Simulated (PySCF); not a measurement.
## Excitation energy of Ca by level of theory

Ca [Ar] 4s2 (1S) → Ca [Ar] 3d1 4s1 (3D), as a difference of total energies. Computed with PySCF 2.14 in x2c-QZVPPall with one added diffuse shell each of s, p, d, f type (12s8p5d4f, 89 functions), with the spin-free X2C one-electron Hamiltonian (Gaussian nucleus). Correlated levels: valence: [Ar] frozen; valence and next inner shell: [Ne] frozen. The calculations carry no spin-orbit coupling.

```json
{"method": "UHF", "excitation energy (eV)": "2.255"}
{"method": "LDA", "excitation energy (eV)": "1.738"}
{"method": "PBE", "excitation energy (eV)": "1.645"}
{"method": "r2SCAN", "excitation energy (eV)": "1.463"}
{"method": "M06-2X", "excitation energy (eV)": "2.552"}
{"method": "BLYP", "excitation energy (eV)": "1.778"}
{"method": "wB97X", "excitation energy (eV)": "2.420"}
{"method": "PW91", "excitation energy (eV)": "1.620"}
{"method": "MP2 (valence)", "excitation energy (eV)": "2.694"}
{"method": "SCS-MP2 (valence)", "excitation energy (eV)": "2.881"}
{"method": "MP2 (valence and next inner shell)", "excitation energy (eV)": "2.626"}
```

Problem. Estimate what PBE0 gives.

Solution. 1.828 eV, closest to BLYP among the rows shown.

Problem. Estimate what SCS-MP2 (valence and next inner shell) gives.

Solution. 2.811 eV, closest to SCS-MP2 (valence) among the rows shown.

Errors of the correlated levels include the incompleteness of this basis and the frozen core.

For comparison: 2.524 eV (measured; NIST levels, between the centres of gravity of the two terms).
